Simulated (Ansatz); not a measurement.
Results of the Gaussian-basis code of Ansatz.

A structure relaxed at PBE0-D4/def2-TZVP, charge 0, multiplicity 1:

Cartesian coordinates in Å:
```
C 0.824 -0.695 1.038
N 0.032 0.053 0.071
Si -0.593 -0.835 -1.260
In -0.287 2.049 0.334
H 1.708 -1.154 0.575
H 1.183 -0.051 1.846
H 0.245 -1.504 1.504
H -1.364 0.101 -2.122
H -1.490 -1.947 -0.821
H 0.492 -1.466 -2.071
H 0.478 2.617 1.760
H -1.229 2.833 -0.854
```

Question: Give its formula and SMILES.

Answer: CH8InNSi, `C[N]([SiH3])[InH2]`.

Question: Point group (tolerance 0.08 Å, 0.16 Å for H)?

Answer: Cs.

Question: Summarise the bond lengths by kind.

Answer: 1 × C–N 1.457 Å; 3 × C–H 1.094 to 1.098 Å; 1 × N–Si 1.718 Å; 1 × In–N 2.039 Å; 3 × H–Si 1.487 to 1.494 Å; 2 × H–In 1.707 to 1.715 Å.
